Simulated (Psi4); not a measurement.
C2H7OS, charge +1, singlet, geometry from GFN2-xTB, with bond 5-1 at 1.6 times its length. Base run: B3LYP/pcseg-1 (Psi4).

The Psi4 input:
```
memory 2 GB

molecule mol {
1 1
C     1.401716   -0.754816   -0.131449
S    -0.026312    0.131071    0.513168
C    -1.337218   -0.837108   -0.250863
O    -0.020319    1.383872   -0.487622
H     2.848671    0.074341    0.362262
H     1.410650   -1.757037    0.287329
H     1.354837   -0.796001   -1.215898
H    -1.193836   -0.872577   -1.327017
H    -2.294393   -0.374815   -0.023454
H    -1.322460   -1.839154    0.168169
H    -0.064312    2.259605   -0.082083
}

set {
  basis pcseg-1
  reference rks
}

energy('b3lyp')
print_variables()
```

Variants of this job, named by their change:

| change | ΔE vs base (mEh) | SCF cycles | grid points | basis functions |
|---|---|---|---|---|
| base | 0.000 | 9 | 236344 | 95 |
| cholesky_tolerance = 1e-3 (with scf_type cd) | [?] | 9 | 236344 | 95 |
| guess = sap | 0.000 | 10 | 236344 | 95 |
| guess = huckel | 0.000 | 10 | 236344 | 95 |
| scf_type = disk_df | 0.000 | 9 | 236344 | 95 |
| level_shift = 0.3 | 0.000 | 9 | 236344 | 95 |
| ints_tolerance = 1e-8 | 0.000 | 9 | 236344 | 95 |
| dft_basis_tolerance = 1e-8 | 0.000 | 9 | 235014 | 95 |
| damping_percentage = 20 | 0.003 | 17 | 236344 | 95 |
| scf_type = mem_df | 0.000 | 9 | 236344 | 95 |
| scf_type = pk | 0.094 | 9 | 236344 | 95 |
| dft_spherical_points = 974 | -0.001 | 9 | 760878 | 95 |
| dft_radial_points = 50 | -0.007 | 9 | 159947 | 95 |

**Question.** Fill in the missing entries.

**Answer.** 
- cholesky_tolerance = 1e-3 (with scf_type cd), ΔE vs base (mEh): -1.839
